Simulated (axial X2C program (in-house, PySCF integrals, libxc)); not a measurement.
## Excited states of LiHg⁻ by EOM-EE-CCSD

Computed with an axial X2C code built on PySCF integrals: two-component X2C with atomic mean-field Coulomb and Gaunt terms, Gaussian nuclei, basis Hg dyall-acv3z, Li dyall-acv3z with contracted cores.

R = 3.287 Å (near the PBE0 minimum at charge -1 of the determinant lowest at the starting distance; the state shown can have its own minimum elsewhere).

Hartree–Fock spinors of LiHg⁻ (one of each Kramers pair; a window near the gap, which can cut inner shells):

```csv
ω,occupied,ε (eV),character
1/2,yes,-14.34,100% Hg d
5/2,yes,-12.35,100% Hg d
3/2,yes,-12.32,100% Hg d
1/2,yes,-12.31,100% Hg d
1/2,yes,-5.84,"78% Hg s, 10% Li p, 7% Li s"
1/2,yes,-0.33,"53% Li s, 35% Hg p, 6% Li p"
3/2,no,1.63,98% Li p
1/2,no,1.63,98% Li p
1/2,no,1.68,98% Li p
1/2,no,1.77,"50% Hg p, 49% Li s"
1/2,no,2.15,"98% Hg p, 2% Li p"
3/2,no,2.15,"98% Hg p, 2% Li p"
```

Vertical excitation energies from the closed-shell determinant state of LiHg⁻:

```csv
Ω,excitation (eV),cm⁻¹,hole of the leading pair,particle of the leading pair,weight of the pair (for Ω = 0 its time-reversed partner can hold as much again),singles weight
0⁻,0.529,4267,"54% Li sσ, 34% Hg pσ, 6% Li pσ","28% Li pπ, 24% Hg pπ, 16% Li pσ",0.48,0.95
1,0.555,4478,"54% Li sσ, 34% Hg pσ, 6% Li pσ","21% Li pσ, 21% Hg pσ, 20% Li sσ",0.84,0.95
0⁺,0.602,4856,"55% Li sσ, 34% Hg pσ","61% Li pπ, 37% Hg pπ",0.47,0.94
2,0.650,5242,"55% Li sσ, 34% Hg pσ","66% Li pπ, 33% Hg pπ",0.95,0.95
1,0.664,5358,"54% Li sσ, 34% Hg pσ","28% Li pπ, 25% Li sσ, 19% Hg pσ",0.64,0.95
0⁻,0.671,5414,"54% Li sσ, 34% Hg pσ","32% Li pπ, 23% Li sσ, 17% Hg pσ",0.47,0.95
0⁺,0.849,6844,"54% Li sσ, 34% Hg pσ, 6% Li pσ","55% Li sσ, 22% Hg pσ, 18% Li pσ",0.45,0.90
1,0.853,6882,"54% Li sσ, 34% Hg pσ, 6% Li pσ","75% Li pπ, 25% Hg pπ",0.51,0.91
0⁻,0.876,7068,"54% Li sσ, 34% Hg pσ, 6% Li pσ","82% Li pσ, 12% Hg pσ",0.46,0.93
1,0.876,7068,"54% Li sσ, 34% Hg pσ, 6% Li pσ","83% Li pσ, 12% Hg pσ",0.92,0.93
```

This point took 41 s on 1 thread of Arm Neoverse V1 (shared host).

Reference electrons by ω block (each with its −ω partner): 1/2: 24, 3/2: 12, 5/2: 5, 7/2: 1. 14 electrons of LiHg⁻ correlated (inner shells frozen), 88 natural virtual spinors (a truncated set); levels can be off by some tenths of an eV. Roots sought by Ω: (0: 5, 1: 4, 2: 3, 3: 1); rows need 60 % singles weight and stop where some Ω has no more roots. Missing are any skipped roots, higher Ω and states of a further excitation; these come out far too high here and may in truth be low or lowest. T1 of the reference 0.028 (Lee–Taylor). The highest Hartree–Fock level of the anion lies at -0.33 eV; relaxation, partly offset by correlation, puts the detachment threshold some tenths of an eV to over one eV lower in magnitude, and states above it are held by the basis set and are not bound; that holds for every row here. Number of frozen shells: Hg 5 s, 4 p, 2 d, 1 f; Li 1 s. Large amplitudes in the reference (orbital relaxation or multireference character) lower the reliability.
